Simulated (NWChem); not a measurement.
System: CH4O3Si; SMILES O[SiH]1OCO1

The following NWChem deck was run.

```
start job
memory heap 200 mb stack 900 mb global 1100 mb
geometry units angstroms noautoz
  O      0.408428    -1.894532     0.000000
  Si    -0.448059    -0.499841     0.000000
  O      0.000878     0.699983    -1.099526
  C      0.274747     1.555389     0.000000
  O      0.000878     0.699983     1.099526
  H      1.369494    -1.836329     0.000000
  H     -1.856813    -0.932031     0.000000
  H     -0.395135     2.434266     0.000000
  H      1.329012     1.889047     0.000000
end
basis spherical
  * library def2-tzvp
end
dft
  xc xpbe96 cpbe96
  iterations 150
  semidirect filesize 400000000
  mulliken
end
task dft energy
```

Excerpt of the output:

```
             Northwest Computational Chemistry Package (NWChem) 7.3.0
             --------------------------------------------------------

 CS  symmetry detected

                             Geometry "geometry" -> ""
                             -------------------------

 Output coordinates in angstroms (scale by  1.889725989 to convert to a.u.)

  No.       Tag          Charge          X              Y              Z
 ---- ---------------- ---------- -------------- -------------- --------------
    1 O                    8.0000     0.42295820     1.89406578     0.00000000
    2 Si                  14.0000    -0.43047531     0.49750421     0.00000000
    3 O                    8.0000     0.02108571    -0.70133469    -1.09952600
    4 C                    6.0000     0.29682559    -1.55613945     0.00000000
    5 O                    8.0000     0.02108571    -0.70133469     1.09952600
    6 H                    1.0000     1.38414924     1.83796563     0.00000000
    7 H                    1.0000    -1.84017152     0.92661097     0.00000000
    8 H                    1.0000    -0.37113192    -2.43647998     0.00000000
    9 H                    1.0000     1.35181808    -1.88749003     0.00000000

 Effective nuclear repulsion energy (a.u.)     253.1932503436

      Symmetry information
      --------------------

 Group name             Cs
 Group number              2
 Group order               2
 No. of unique centers     8

  pbe96 is a nonlocal functional; adding pw91lda local functional.

                                 NWChem DFT Module
                                 -----------------

 Summary of "ao basis" -> "ao basis" (spherical)
 ------------------------------------------------------------------------------
       Tag                 Description            Shells   Functions and Types
 ---------------- ------------------------------  ------  ---------------------
 O                         def2-tzvp                11       31   5s3p2d1f
 Si                        def2-tzvp                13       37   5s5p2d1f
 C                         def2-tzvp                11       31   5s3p2d1f
 H                         def2-tzvp                 4        6   3s1p

      Symmetry analysis of basis
      --------------------------

        a'        118
        a"         67

            General Information
            -------------------
          SCF calculation type: DFT
          Wavefunction type:  closed shell.
          No. of atoms     :     9
          No. of electrons :    48
           Alpha electrons :    24
            Beta electrons :    24
          Charge           :     0
          Spin multiplicity:     1
          Use of symmetry is: on ; symmetry adaption is: on
          Maximum number of iterations: 150
          AO basis - number of functions:   185
                     number of shells:    73
          Convergence on energy requested:  1.00D-06
          Convergence on density requested:  1.00D-05
          Convergence on gradient requested:  5.00D-04

              XC Information
              --------------
          PerdewBurkeErnzerhof Exchange Functional  1.000
            Perdew 1991 LDA Correlation Functional  1.000 local
           PerdewBurkeErnz. Correlation Functional  1.000 non-local

             Grid Information
             ----------------
          Grid used for XC integration:  medium
          Radial quadrature: Mura-Knowles
          Angular quadrature: Lebedev.
          Tag              B.-S. Rad. Rad. Pts. Rad. Cut. Ang. Pts.
          ---              ---------- --------- --------- ---------
          O                   0.60       49          12.0       434
          Si                  1.10       88          10.0       590
          C                   0.70       49          11.0       434
          H                   0.35       45          12.0       434
          Grid pruning is: on
          Number of quadrature shells:   415
          Spatial weights used:  Erf1

      Superposition of Atomic Density Guess
      -------------------------------------

 Sum of atomic energies:        -552.85889725

      Non-variational initial energy
      ------------------------------

 Total energy =    -554.974615
 1-e energy   =   -1265.816078
 2-e energy   =     457.648213
 HOMO         =      -0.351340
 LUMO         =       0.043605

      Symmetry analysis of molecular orbitals - initial
      -------------------------------------------------

  Numbering of irreducible representations:

     1 a'          2 a"

  Orbital symmetries:

     1 a'          2 a'          3 a'          4 a"          5 a'
     6 a'          7 a'          8 a'          9 a"         10 a'
    11 a'         12 a"         13 a'         14 a'         15 a'
    16 a'         17 a"         18 a'         19 a'         20 a"
    21 a"         22 a"         23 a'         24 a'         25 a"
    26 a'         27 a'         28 a'         29 a'         30 a"
    31 a'         32 a'         33 a'         34 a'

------------------------------------------------------------
EAF file 0: "./job.aoints.0" size=357040128 bytes
------------------------------------------------------------
               write      read    awrite     aread      wait
               -----      ----    ------     -----      ----
     calls:      681         0         0         0         0
   data(b): 3.57e+08  0.00e+00  0.00e+00  0.00e+00
   time(s): 0.00e+00  0.00e+00  0.00e+00  0.00e+00  0.00e+00
rate(mb/s): 0.00e+00  0.00e+00
------------------------------------------------------------

     ---------------------------------------------
      Total Density - Mulliken Population Analysis
     ---------------------------------------------

    Atom       Charge   Shell Charges
 -----------   ------   -------------------------------------------------------
    1 O    8     8.82   0.79  1.18  0.59  0.95  0.24  2.01  2.20  0.84  0.00  0.01  0.00
    2 Si  14    12.76   2.00  0.59  1.39  0.75  0.33  4.10  1.74  0.46  0.75  0.18  0.22  0.16  0.09
    3 O    8     8.73   0.79  1.18  0.60  0.97  0.25  1.98  2.18  0.75  0.00  0.02  0.00
    4 C    6     5.62   0.85  1.12  0.51  0.63  0.10  0.97  1.04  0.23  0.03  0.11  0.01
    5 O    8     8.73   0.79  1.18  0.60  0.97  0.25  1.98  2.18  0.75  0.00  0.02  0.00
    6 H    1     0.54   0.19  0.25  0.06  0.04
    7 H    1     1.02   0.22  0.52  0.27  0.01
    8 H    1     0.89   0.25  0.47  0.15  0.02
    9 H    1     0.89   0.25  0.47  0.15  0.02

   convergence    iter        energy       DeltaE   RMS-Dens  Diis-err
 ---------------- ----- ----------------- --------- --------- ---------
 d= 0,ls=0.0,diis     1   -555.3093302109 -8.09D+02  7.73D-03  1.96D+00
 d= 0,ls=0.0,diis     2   -555.0185267486  2.91D-01  5.13D-03  4.94D+00
 d= 0,ls=0.0,diis     3   -555.4595069796 -4.41D-01  9.07D-04  1.40D-01
 d= 0,ls=0.0,diis     4   -555.4693246121 -9.82D-03  3.91D-04  1.31D-02
 d= 0,ls=0.0,diis     5   -555.4704006687 -1.08D-03  1.19D-04  2.63D-03
  Resetting Diis
 d= 0,ls=0.0,diis     6   -555.4706143043 -2.14D-04  5.61D-05  2.55D-04
 d= 0,ls=0.0,diis     7   -555.4706378831 -2.36D-05  3.04D-05  1.79D-05
 d= 0,ls=0.0,diis     8   -555.4706333981  4.48D-06  2.04D-05  6.27D-05
 d= 0,ls=0.0,diis     9   -555.4706397094 -6.31D-06  2.58D-06  1.32D-06
 d= 0,ls=0.0,diis    10   -555.4706398234 -1.14D-07  5.69D-07  6.66D-08

         Total DFT energy =     -555.470639823402
      One electron energy =    -1269.747685245741
           Coulomb energy =      514.401052393869
    Exchange-Corr. energy =      -53.317257315151
 Nuclear repulsion energy =      253.193250343621

 Numeric. integr. density =       48.000007769790

                  Occupations of the irreducible representations
                  ----------------------------------------------

                     irrep           alpha         beta
                     --------     --------     --------
                     a'               17.0         17.0
                     a"                7.0          7.0

                       DFT Final Molecular Orbital Analysis
                       ------------------------------------

 Vector   22  Occ=2.000000D+00  E=-2.791279D-01  Symmetry=a"
              MO Center=  8.2D-02, -6.9D-01, -1.2D-14, r^2= 2.1D+00
   Bfn.  Coefficient  Atom+Function         Bfn.  Coefficient  Atom+Function
  ----- ------------  ---------------      ----- ------------  ---------------
    76      0.289284  3 O  pz               138      0.289284  5 O  pz
    79      0.241370  3 O  pz               141      0.241370  5 O  pz
    74     -0.173867  3 O  px               136      0.173867  5 O  px
    82      0.168543  3 O  pz               144      0.168543  5 O  pz
    77     -0.143783  3 O  px               139      0.143783  5 O  px

 Vector   23  Occ=2.000000D+00  E=-2.708549D-01  Symmetry=a"
              MO Center= -2.0D-02, -5.8D-01,  7.7D-14, r^2= 2.2D+00
   Bfn.  Coefficient  Atom+Function         Bfn.  Coefficient  Atom+Function
  ----- ------------  ---------------      ----- ------------  ---------------
    74      0.259167  3 O  px               136     -0.259167  5 O  px
    77      0.214964  3 O  px               139     -0.214964  5 O  px
    80      0.163947  3 O  px               142     -0.163947  5 O  px
    76      0.148662  3 O  pz               138      0.148662  5 O  pz
    75      0.144647  3 O  py               137     -0.144647  5 O  py

[...]
```

Level: PBE/def2-TZVP. Coordinates come from a PBE0/def2-SVP optimisation.
